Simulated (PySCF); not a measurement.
**Nuclear quadrupole coupling in n-PeOEt**

Compound: n-PeOEt, C7H16O.
Geometry (PBE0-D3(BJ)/def2-SVP, Å), atoms numbered from 1 in this order:
```
atom  x, y, z in Å
C1    -3.301    1.103    0.133
C2    -2.443    0.029   -0.517
C3    -0.960    0.370   -0.534
C4    -0.096   -0.697   -1.190
C5     1.383   -0.377   -1.158
O6     1.806   -0.325    0.176
C7     3.167   -0.051    0.363
C8     3.527    1.413    0.177
H9    -2.997    1.275    1.178
H10   -4.367    0.828    0.136
H11   -3.207    2.064   -0.398
H12   -2.586   -0.930    0.011
H13   -2.789   -0.147   -1.552
H14   -0.600    0.528    0.496
H15   -0.810    1.332   -1.058
H16   -0.252   -1.665   -0.685
H17   -0.399   -0.838   -2.242
H18    1.957   -1.151   -1.711
H19    1.565    0.587   -1.676
H20    3.399   -0.361    1.395
H21    3.781   -0.685   -0.309
H22    2.907    2.043    0.834
H23    3.377    1.750   -0.859
H24    4.584    1.584    0.432
```

Field gradients from the PBE0/pcSseg-1 density (PySCF, non-relativistic), principal values in atomic units, ordered |Vxx| ≤ |Vyy| ≤ |Vzz|:

| atom | Vxx | Vyy | Vzz |
| --- | --- | --- | --- |
| O6 | -0.0256 | -1.9632 | 1.9888 |

**Question.** Find the asymmetry η = (Vxx − Vyy)/Vzz and the couplings χ = eQV/h (234.96 MHz × Q in barn × V in au), with Q(17O) = −0.0256 b.

**Answer.** 
```tsv
atom	environment	nucleus	η	χzz (MHz)	χxx (MHz)	χyy (MHz)
O6	ether oxygen	17O	0.97	-11.96	0.15	11.81
```

At O6 η is above 0.9: Vyy and Vzz are nearly equal in size and opposite in sign, so a small change could swap them and flip the sign of χzz. The tensor is traceless: Vxx + Vyy + Vzz = 0.

**Question.** What is Vzz at O6 in SI units (1 au = 9.71736 × 10²¹ V/m²)?

**Answer.** 1.9888 au = 19.326 × 10²¹ V/m².

Were the hydrogens deuterons (Q(2H) = 0.00286 b), χzz would run from 179 kHz (H21, H18 and H19) to 197 kHz (H10, H24 and H23).

Isolated species at its PBE0-D3(BJ)/def2-SVP geometry (one conformer only). A larger basis could move these couplings by a tenth or more.
